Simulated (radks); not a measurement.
Polarisabilities and homonuclear dispersion coefficients (atomic units). Method: scalar-relativistic Kohn-Sham, PBE, spin-polarised, spherical densities, finite nucleus; open shells are filled with parallel spins first; Fermi nuclear charge, rms radius of each element as measured or else 0.836 A^(1/3) + 0.57 fm; computed with a radial shooting solver on a logarithmic mesh with Libxc functionals. Response by self-consistent Sternheimer equations with the Hartree and adiabatic LDA kernel, the relativistic mass of each level held fixed and spin-orbit coupling left out. For heavy and open-shell atoms this level of theory can miss by tens of per cent. "Uncoupled" leaves out the induced potential. Quadrupole and octupole values are given only where no p, d or f shell is open.

Ni: configuration [Ar] 3d8 4s2; alpha1 (bohr^3) 45.95; alpha1, uncoupled 82.45; C6 365.0; recommended alpha1 49 +/- 3
Cu+: configuration [Ar] 3d10; alpha1 (bohr^3) 8.481; alpha1, uncoupled 11.55; alpha2 (bohr^5) 78.77; alpha3 (bohr^7) 353.0; C6 28.93; C8 644.5
Zn2+: configuration [Ar] 3d10; alpha1 (bohr^3) 3.052; alpha1, uncoupled 3.889; alpha2 (bohr^5) 10.69; alpha3 (bohr^7) 39.50; C6 8.231; C8 102.8
Ga3+: configuration [Ar] 3d10; alpha1 (bohr^3) 1.507; alpha1, uncoupled 1.855; alpha2 (bohr^5) 3.241; alpha3 (bohr^7) 8.933; C6 3.374; C8 29.01
Ge4+: configuration [Ar] 3d10; alpha1 (bohr^3) 0.8781; alpha1, uncoupled 1.059; alpha2 (bohr^5) 1.349; alpha3 (bohr^7) 2.875; C6 1.679; C8 10.98
As5+: configuration [Ar] 3d10; alpha1 (bohr^3) 0.5668; alpha1, uncoupled 0.6737; alpha2 (bohr^5) 0.6714; alpha3 (bohr^7) 1.146; C6 0.9419; C8 4.960
Se6+: configuration [Ar] 3d10; alpha1 (bohr^3) 0.3916; alpha1, uncoupled 0.4607; alpha2 (bohr^5) 0.3749; alpha3 (bohr^7) 0.5268; C6 0.5733; C8 2.517
Br7+: configuration [Ar] 3d10; alpha1 (bohr^3) 0.2840; alpha1, uncoupled 0.3313; alpha2 (bohr^5) 0.2268; alpha3 (bohr^7) 0.2682; C6 0.3700; C8 1.387
Kr8+: configuration [Ar] 3d10; alpha1 (bohr^3) 0.2135; alpha1, uncoupled 0.2474; alpha2 (bohr^5) 0.1455; alpha3 (bohr^7) 0.1474; C6 0.2497; C8 0.8137

Recommended values: Schwerdtfeger and Nagle, table of static dipole polarisabilities (2023 update), measured or computed.
